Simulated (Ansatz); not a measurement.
Species: CH2OS2, SMILES `OC(=S)S` (H–O–C–S torsion 180°, S–C–S–H torsion -180°) (charge 0, multiplicity 1).

### Question
Give a relaxed geometry from B3LYP-D3(BJ)/def2-TZVP (Ansatz, a program for electronic structure).

### Answer
This is not unique; one that fits is the end point of this relaxation, one of several conformers (outside a Z-matrix the atoms follow the SMILES, hydrogens last).
Z-matrix (Å, degrees):
```
C
O 1 1.3422
H 2 0.9661 1 112.21
S 1 1.6227 2 122.14 3 180.00
S 1 1.7650 2 118.40 3 0.00
H 5 1.3513 1 99.85 2 0.00
```
